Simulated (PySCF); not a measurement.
Cs(I) cation (CsI), SMILES [Cs][I] (connectivity only; charge and spin as stated), charge +1, multiplicity 2. Atoms are numbered in the order given.

```xyz
2

Cs     0.0000     0.0000    -2.0072
I      0.0000     0.0000     2.0830
```
Charge +1, spin multiplicity 2.

Geometry optimised at B3LYP-D3(BJ)/def2-TZVPD. The spin state was assumed, not searched. The def2 effective core potentials stand for the cores of Cs, I; spin–orbit coupling is left out.

Calculation: PBE0/def2-TZVPD (PySCF).

Mulliken values depend strongly on the basis, most of all with diffuse functions as here. ESP charges are fitted to the potential on shells at 1.4 to 2.0 van der Waals radii. Atomic charges (e):

```csv
atom,ESP fit,Mulliken,Mulliken spin
Cs1,0.90,0.97,0.00
I2,0.10,0.03,1.00
```
